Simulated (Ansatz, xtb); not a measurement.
C4H4ClNS: 6 structures ranked

6 gas-phase structures of C4H4ClNS, from a drawn sample of its isomers (lower ones may exist). Each was relaxed with GFN2-xTB:

A. `Cc1ncsc1Cl`, a singlet
B. `Cc1cnc(Cl)s1`, a singlet
C. `Cc1scnc1Cl`, a singlet
D. `Cc1ncc(Cl)s1`, a singlet
E. `Cc1csc(Cl)n1`, a singlet
F. `Cc1nc(Cl)cs1`, a singlet

Question: Estimate their order in r2SCAN-D4/def2-SVP energy at these geometries, lowest first.

Answer: Calculated order at r2SCAN-D4/def2-SVP: F (0.0), E (1.3), C (1.4), B (2.3), D (3.1), A (3.9) kcal/mol. Less than 1 kcal/mol parts E and C; C and B; B and D; D and A, so the order within those pairs means little.

Energies above the lowest of each column, in kcal/mol; the last columns are at PBE0-D3(BJ)/def2-SVP geometries:

```tsv
structure	GFN2-xTB	HF/STO-3G	r2SCAN-D4/def2-SVP	PBE0-D3(BJ)/def2-SVP	CCSD(T)/def2-SVP + ΔMP2/def2-TZVPP
F	0.0	0.0	0.0	0.0	0.0
E	2.0	1.5	1.3	1.3	1.2
C	1.8	1.1	1.4	0.9	1.3
B	2.7	2.0	2.3	2.2	2.8
D	2.2	2.2	3.1	3.1	3.3
A	3.0	2.6	3.9	3.4	3.2
```

Every level run on F puts it lowest or level with the lowest. CCSD(T)/def2-SVP + ΔMP2/def2-TZVPP orders those it was run on as F (0.0), E (1.2), C (1.3), B (2.8), A (3.2), D (3.3) kcal/mol. Less than 1 kcal/mol parts E and C; B and A; A and D, so the order within those pairs means little. ΔMP2 is the change of the MP2 energy from the smaller to the larger basis.

Over these structures GFN2-xTB departs from r2SCAN-D4/def2-SVP by 0.5 kcal/mol on average once a common shift is removed. A GFN2-xTB relaxation took about 0.079 s and the r2SCAN-D4/def2-SVP energy about 3.6 s on a shared host (Ansatz 0.2.0, xtb 6.7.1).
